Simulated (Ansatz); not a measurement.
`[F][Ga]([F])[Cl]` + H₂S → `[F][Ga]([F])[SH]` + HCl at 298.15 K and 1 bar (ligand exchange at a Ga–Cl bond).

Gas-phase electronic energies from Ansatz, PBE0-D4/def2-TZVP geometries. CCSD(T)/CBS is the MP2 limit (def2-TZVPP, def2-QZVPP) plus CCSD(T) − MP2 in def2-TZVPP, frozen cores. This one scheme is used for every species. For Ga outer-core shells are correlated without core-valence functions, which leaves a few kJ/mol of doubt a bond. Scalar relativity is left out up to krypton. Each species was taken in one conformer, which may not be the lowest.

| species | CCSD(T)/CBS energy (Eh) | H − E (kJ/mol) | S (J/(mol·K)) |
| --- | --- | --- | --- |
| `[F][Ga]([F])[Cl]` | -2583.43598 | 30.3 | 312.8 |
| H₂S | -398.97279 | 49.9 | 205.7 |
| `[F][Ga]([F])[SH]` | -2522.02273 | 53.7 | 328.4 |
| HCl | -460.38127 | 26.6 | 186.8 |

H − E and S are ideal-gas, rigid-rotor, harmonic terms from PBE0-D4/def2-TZVP, for one conformer and one mirror image of each species. 1 Eh = 2625.50 kJ/mol, R = 8.31446 J/(mol·K).

Task: By hand: ΔE, ΔH, ΔS and ΔG.

Result: ΔE = (-2522.02273) + (-460.38127) − (-2583.43598) − (-398.97279) = 0.00477 Eh = 12.5 kJ/mol. Δ(H − E) = 53.7 + 26.6 − 30.3 − 49.9 = 0.1, so ΔH = 12.6 kJ/mol. ΔS = 328.4 + 186.8 − 312.8 − 205.7 = -3.3 J/(mol·K). ΔG = 12.6 − 298.15 × (-3.3)/1000 = 13.6 kJ/mol.

Task: By hand: the equilibrium constant, and the temperature at which ΔG would vanish if ΔH and ΔS stayed fixed.

Result: log₁₀ K = −ΔG/(RT ln 10) = -2.4. ΔH and −TΔS have one sign here, so there is no such temperature.

The number of gas molecules stays the same, so ΔS is small and ΔH decides. A doubt of 5 kJ/mol in ΔE shifts log₁₀ K by 0.9 here. Other conformers and mirror images would add mixing entropy, several J/(mol·K) or more a flexible species. These are equilibria of isolated gas molecules and say nothing of rates. Largest T1 diagnostic: 0.014 (customary marks: 0.02 for closed shells, 0.045 for open ones).

ΔS is within the doubt of such terms, so its sign, and with it that verdict, could turn.
